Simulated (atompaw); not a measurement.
## Reading a pseudo-wave (tungsten)

Columns: radius, all-electron u(r) and pseudo u(r) of the 5d shell (level -12.00 eV) of tungsten in the configuration [Xe] 4f14 5d4 6s1 6p0; LDA (PW92), scalar-relativistic, PAW (atompaw) scheme, atompaw 4.2.0.5.

```csv
r (bohr),all-electron,pseudo
0.115,0.2232,0.0005
0.231,-0.0660,0.0037
0.346,-0.3194,0.0122
0.462,-0.2914,0.0282
0.577,-0.1071,0.0527
0.692,0.1154,0.0864
0.808,0.3199,0.1295
0.923,0.4821,0.1800
1.038,0.6015,0.2365
1.154,0.6832,0.2970
1.269,0.7327,0.3577
1.385,0.7578,0.4167
1.500,0.7641,0.4700
1.615,0.7569,0.5157
1.731,0.7396,0.5520
1.846,0.7156,0.5771
1.962,0.6868,0.5908
2.077,0.6553,0.5933
2.192,0.6221,0.5854
2.308,0.5880,0.5688
2.423,0.5540,0.5456
2.538,0.5205,0.5177
2.654,0.4876,0.4871
2.769,0.4560,0.4561
2.885,0.4253,0.4253
3.000,0.3962,0.3962
```

(1) How many radial nodes do the two functions have?

(2) Where does each function peak?

(3) Is the pseudo-wave norm-conserving?

Results:

(1) The all-electron 5d function has n − l − 1 = 2; the pseudo-wave has 0, since the states of the same l below it are removed with the core.

(2) Outermost all-electron maximum near 1.50 bohr, pseudo maximum near 2.08 bohr (to the table’s step).

(3) No, it belongs to a PAW set: the norm inside the radius is not constrained, and the difference is carried by the augmentation charge.
